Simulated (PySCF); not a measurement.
Simulation results for CH$_{4}$ClGeO, BClGeH$_{2}$N, B$_{2}$GeH$_{4}$N

Calculation on a computer-drawn molecule: optimised geometry and harmonic frequencies of an isolated molecule of the commonest isotopes, restricted reference for singlets and unrestricted otherwise, frozen core in MP2; on germanium a core potential holds 10 electrons, which the energies leave out, and 3d is frozen in MP2 and coupled-cluster steps. Program: PySCF 2.14.0.

Common to all runs: basis and core potential on germanium cc-pVDZ-PP ECP10MDF.

```json
{"entry": 1, "formula": "CH4ClGeO", "start_structure": {"atoms_angstrom": [["C", -1.0323, 1.5354, -0.6027], ["O", -1.316, 0.2385, -0.6818], ["Ge", -2.5664, -0.6272, 0.1387], ["Cl", -2.5544, -2.4799, -0.6506], ["H", -1.6228, 2.3099, -0.2766], ["H", -0.2186, 1.823, -1.3207], ["H", -2.1708, -0.7067, 1.6824], ["H", -3.9037, 0.0736, 0.0023]]}, "given": {"charge": 0, "multiplicity": 2, "method": "HF", "basis": "cc-pV(D+d)Z", "drawn_bonds_atom": [1, 2, 3, 1, 1, 3, 3], "drawn_bonds_other_atom": [2, 3, 4, 5, 6, 7, 8], "drawn_bonds_order": [1, 1, 1, 1, 1, 1, 1]}, "results": {"optimised_atom_element": ["C", "O", "Ge", "Cl", "H", "H", "H", "H"], "optimised_atom_x [angstrom]": [-1.16, -1.272, -2.568, -2.499, -1.283, -0.4428, -2.233, -3.926], "optimised_atom_y [angstrom]": [1.5, 0.7023, -0.476, -1.906, 1.038, 2.303, -1.194, 0.1997], "optimised_atom_z [angstrom]": [-0.8634, 0.2331, 0.4775, -1.147, -1.838, -0.7449, 1.766, 0.4083], "modes_frequency [cm^-1]": [81.33, 144.2, 192.5, 283.7, 430.1, 593.5, 666.0, 724.7, 793.6, 867.6, 927.5, 1256, 1308, 1580, 2298, 2328, 3255, 3389], "modes_reduced_mass [dalton]": [3.934, 1.166, 3.843, 4.479, 40.06, 1.192, 4.849, 1.103, 1.355, 1.052, 1.027, 1.347, 5.382, 1.123, 1.021, 1.02, 1.046, 1.123], "rotational_constants [GHz]": [5.632, 2.601, 1.874], "total_energy [hartree]": -867.9500, "spin_squared": 0.7599, "convergence_status_largest_gradient_component [hartree/bohr]": 8.928e-06}}
{"entry": 2, "formula": "BClGeH2N", "start_structure": {"atoms_angstrom": [["B", -0.4814, -2.3886, -0.855], ["N", -0.3845, -1.16, -1.1442], ["Ge", -0.3377, 0.5063, -1.4914], ["Cl", -1.9426, 1.6857, -0.9552], ["H", -0.5623, -3.5247, -0.5919], ["H", 0.8217, 1.1704, -2.1748]]}, "given": {"charge": 1, "multiplicity": 1, "method": "MP2", "basis": "cc-pV(D+d)Z", "drawn_bonds_atom": [1, 2, 3, 1, 3], "drawn_bonds_other_atom": [2, 3, 4, 5, 6], "drawn_bonds_order": [1, 2, 1, 1, 1]}, "results": {"optimised_atom_element": ["B", "N", "Ge", "Cl", "H", "H"], "optimised_atom_x [angstrom]": [-0.4823, -0.3876, -0.3434, -1.954, -0.5559, 0.8366], "optimised_atom_y [angstrom]": [-2.413, -1.164, 0.5331, 1.713, -3.56, 1.18], "optimised_atom_z [angstrom]": [-0.8496, -1.141, -1.494, -0.9552, -0.5885, -2.184], "modes_frequency [cm^-1]": [74.73, 123.0, 227.1, 498.1, 506.5, 673.8, 727.2, 742.8, 750.3, 1790, 2304, 2926], "modes_reduced_mass [dalton]": [4.536, 4.221, 12.72, 1.138, 30.97, 8.111, 1.14, 1.203, 1.323, 6.023, 1.022, 1.166], "rotational_constants [GHz]": [9.998, 2.22, 1.817], "total_energy [hartree]": -833.4098, "convergence_status_largest_gradient_component [hartree/bohr]": 3.297e-05}}
{"entry": 3, "formula": "B2GeH4N", "start_structure": {"atoms_angstrom": [["B", -2.1332, 0.8425, -0.391], ["N", -0.8722, 0.868, -0.4435], ["B", 0.4244, 0.8427, -0.5582], ["Ge", 2.3789, 0.7445, -0.7215], ["H", -3.273, 0.8516, -0.2399], ["H", 2.839, 0.0971, -1.9946], ["H", 3.0073, -0.0211, 0.4059], ["H", 2.9357, 2.0847, -0.6845]]}, "given": {"charge": 1, "multiplicity": 1, "method": "HF", "basis": "cc-pVDZ", "drawn_bonds_atom": [1, 2, 3, 1, 4, 4, 4], "drawn_bonds_other_atom": [2, 3, 4, 5, 6, 7, 8], "drawn_bonds_order": [1, 2, 1, 1, 1, 1, 1]}, "results": {"optimised_atom_element": ["B", "N", "B", "Ge", "H", "H", "H", "H"], "optimised_atom_x [angstrom]": [-2.15, -0.8747, 0.4203, 2.529, -3.314, 2.779, 2.978, 2.938], "optimised_atom_y [angstrom]": [0.8532, 0.8241, 0.7944, 0.746, 0.8799, 0.069, -0.0624, 2.206], "optimised_atom_z [angstrom]": [-0.3546, -0.4561, -0.5591, -0.7269, -0.2618, -2.061, 0.4753, -0.6833], "modes_frequency [cm^-1]": [106.8, 106.8, 289.3, 289.3, 327.5, 621.3, 621.3, 831.9, 831.9, 873.2, 945.9, 945.9, 1385, 2038, 2303, 2306, 2306, 3020], "modes_reduced_mass [dalton]": [3.595, 3.595, 3.327, 3.327, 12.07, 1.352, 1.352, 1.347, 1.347, 1.036, 1.022, 1.022, 6.701, 7.775, 1.01, 1.025, 1.025, 1.166], "rotational_constants [GHz]": [77.28, 1.441, 1.441], "total_energy [hartree]": -399.3146, "convergence_status_largest_gradient_component [hartree/bohr]": 1.512e-05}}
```
